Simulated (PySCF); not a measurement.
**[CH4AsGeO2]-: core ionisation energies**

Species: CH4AsGeO2 (charge -1).
Structure used (PBE0-D3(BJ)/def2-SVP), in Å, numbered top down from 1:
```xyz
9
CH4AsGeO2 angstrom
O     -2.478    0.892    0.206
C     -1.513    0.400    0.774
O     -1.073    0.380    1.917
Ge    -0.229   -0.717   -0.493
As     2.095    0.113   -0.462
H      0.024   -2.202   -0.048
H     -0.491   -0.870   -2.037
H      1.975    0.485    1.014
H      1.704    1.526   -0.896
```

Method used: delta-SCF UKS SCAN, pcX-2 on the ionised atom, pcseg-1 elsewhere, spin-free X2C (PySCF 2.14.0). These are vertical core ionisation energies against the vacuum level, from separate self-consistent calculations with and without the core hole.

Task: List the computed XPS lines with their assignment.

Result: 
```json
{"atom(s)": "O1/O3", "bonded to": "C", "level": "O 1s", "binding energy (eV)": "531.83", "count": "2"}
{"atom(s)": "C2", "bonded to": "2 O and Ge", "level": "C 1s", "binding energy (eV)": "288.53", "count": "1"}
```

Task: Express the binding energy of O 1s of O1/O3 in atomic units and per mole.

Result: 531.83 eV = 19.5444 Eh = 51314 kJ/mol.

One atom of each set of topologically equivalent atoms was ionised and stands for the set; in this conformer not all members are related by symmetry, and their own values weren't computed. No level of arsenic or germanium is listed. The species carries charge -1, so core ionisation leaves a neutral species. The basis sets have no added diffuse functions. The structure is a single PBE0-D3(BJ)/def2-SVP conformer in the gas phase; no vibrational or solvent corrections.
